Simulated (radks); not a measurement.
The numbers below are computed, except where a source is named.
V, 23 electrons, occupied as [Ar] 3d3.5 4s1.5 (fractional occupations, a model configuration).

Level of theory: scalar-relativistic Kohn-Sham, PBE, spin-unpolarised, spherical densities, point nucleus (a radial shooting solver on a logarithmic mesh with Libxc functionals).

Energy parts (eV):
total: -25823.693
kinetic: 26062.769
electron-nucleus: -61505.462
Hartree: 10848.791
exchange-correlation: -1229.791

Orbitals (lengths in bohr, moments of r in powers of bohr; r(90%) holds 90 % of the orbital's charge):
orbital	occ.	eigenvalue (eV)	r(90%)
1s	2	-5362.652	0.119
2s	2	-600.2926	0.479
2p	6	-500.8408	0.450
3s	2	-68.1826	1.43
3p	6	-42.0739	1.58
4s	1.5	-4.2409	5.29
3d	3.5	-3.6055	2.84

The highest occupied level is 3d at -3.606 eV. The density falls to 0.001 e/bohr^3 at r = 4.67 bohr.
